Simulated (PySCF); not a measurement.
A PySCF script (with the pyscf-properties extension) for the NMR shieldings of `c1c(C#C)cc([SiH2]OC=C)s1`, C8H8OSSi, on a GFN2-xTB geometry:

```python
import basis_set_exchange as bse
import numpy as np
from pyscf import gto, dft
from pyscf.prop import nmr

atoms = """
C     4.972714    0.009933    0.273834
C     3.781459    0.155314    0.238110
C     2.380040    0.304075    0.200142
C     1.729535    1.500414    0.334590
S     0.028309    1.322499    0.250820
C     0.162211   -0.400223    0.031284
Si   -1.345784   -1.507904   -0.153496
O    -2.614634   -0.921460    0.675963
C    -3.415023    0.151416    0.551891
C    -3.410276    1.023176   -0.439731
C     1.471589   -0.773829    0.026048
H     6.013815   -0.113687    0.305565
H     2.164569    2.469630    0.479674
H    -1.152213   -2.760859    0.561268
H    -1.636883   -1.669046   -1.581287
H    -4.104181    0.230770    1.385178
H    -4.099997    1.845575   -0.451314
H    -2.722459    0.938321   -1.262327
H     1.787405   -1.794865   -0.093787
"""
names = dict.fromkeys(["C", "S", "Si", "O", "H"], "pcSseg-1")
basis = {el: gto.basis.parse(bse.get_basis(n, elements=[el], fmt="nwchem")) for el, n in names.items()}
mol = gto.M(atom=atoms, basis=basis, charge=0, verbose=0)
mf = dft.RKS(mol, xc="PBE0")
mf.grids.level = 2
mf.grids.alignment = dft.numint.BLKSIZE   # the property module wants whole blocks of grid points
mf.conv_tol = 1e-9
mf.kernel()

calc = nmr.RKS(mf)   # GIAO
C = mf.mo_coeff
Co = C[:, mf.mo_occ > 0]
resp = mf.gen_response(singlet=True, hermi=2)
def vind(x):   # induced exchange potential for any number of trial vectors
    d = np.einsum("pi,xij,qj->xpq", C, 2 * x.reshape(-1, C.shape[1], Co.shape[1]), Co, optimize=True)
    return np.einsum("xpq,pi,qj->xij", resp(d - d.transpose(0, 2, 1)), C, Co, optimize=True).ravel()
mo1, _ = nmr.rhf.solve_mo1(calc, with_cphf=vind)
sigma = calc.kernel(mo1)
for i, s in enumerate(sigma):   # ppm
    print("%2d %-2s %9.2f" % (i, mol.atom_pure_symbol(i), np.trace(s) / 3))
```

Problem. What are the results?

Solution. 
```
 0 C      99.57
 1 C     104.31
 2 C      61.00
 3 C      39.27
 4 S     236.80
 5 C      44.23
 6 Si    387.26
 7 O     226.62
 8 C      30.82
 9 C      89.45
10 C      43.56
11 H      28.97
12 H      23.99
13 H      26.29
14 H      25.84
15 H      24.91
16 H      27.05
17 H      27.00
18 H      24.34
```

These numbers come from an equivalent density-fitted implementation of the same equations, which agrees with the script to about 0.01 ppm for H and up to a few tenths of a ppm for heavy atoms, so last digits may differ.

Problem. Turn these shieldings into chemical shifts. Referencing at the same level of theory: TMS for ¹³C (σref 186.93), ²⁹Si (σref 349.16), ¹H (σref 31.72); ³³S (σref 503.73) against CS2; H2O for ¹⁷O (σref 336.08).

Solution. Averaging equivalent atoms: C 8: 156.1; C 3: 147.7; C 10: 143.4; C 5: 142.7; C 2: 125.9; C 9: 97.5; C 0: 87.4; C 1: 82.6; S 4: 267; Si 6: -38.1; O 7: 109.5; H 12: 7.73; H 18: 7.38; H 15: 6.81; H 13/14: 5.65; H 17: 4.71; H 16: 4.67; H 11: 2.75 ppm. Experimental scales use liquid or dissolved standards, which lie at an offset from isolated H2O (liquid H2O: subtract about 36 ppm).

Size and cost of the density-fitted run: 241 basis functions, 46 s wall time on 1 thread of an Arm Neoverse V2, shared host; peak memory 1 GiB.
